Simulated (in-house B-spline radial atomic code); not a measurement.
A run on the molybdenum ion Mo⁺ that did not converge. Method: scalar-relativistic (X2C) wB97X, spin-polarised, spherical fractional occupations, Fermi nucleus of rms radius 4.4091 fm; computed with an all-electron radial atomic-structure program (B-spline basis).

Command:
```bash
python run_scf.py task.json out
```
Settings (nuclear radius in fm, mass in u):
```
Z                42
configuration    [Kr] 4d5
hamiltonian      x2c
method           wb97x
spin_polarised   True
nucleus          fermi
rms_radius       4.4091
atomic_mass      97.9054
speed_of_light   137.035999084
```

First and last ten iterations of the last attempt (damped for 15 steps, keeping 80 % of the old Fock matrix, then DIIS):
```
 iter        energy (Eh)    residual
    1       -4043.710225    4.38e-01
    2       -4045.978946    2.30e-01
    3       -4047.129796    1.56e-01
    4       -4047.702695    1.06e-01
    5       -4047.981585    7.37e-02
    6       -4048.114731    5.29e-02
    7       -4048.177457    3.81e-02
    8       -4048.206887    2.78e-02
    9       -4048.220796    2.07e-02
   10       -4048.227494    1.56e-02
  111       -4048.234850    9.98e-07
  112       -4048.234850    1.03e-06
  113       -4048.234850    1.02e-06
  114       -4048.234850    1.52e-06
  115       -4048.234850    9.84e-07
  116       -4048.234850    9.76e-07
  117       -4048.234850    1.81e-06
  118       -4048.234850    1.99e-06
  119       -4048.234850    4.70e-06
  120       -4048.234850    1.93e-06
 not converged after 120 iterations
```

The smallest residual met was 8.0e-07; the threshold is about 4e-07. Over the last five steps the energy moves by less than 2e-08 hartree, but the orbitals didn't meet the threshold. Run time, properties included: 18 s on 1 thread of Arm Neoverse V2, with other jobs on the host.
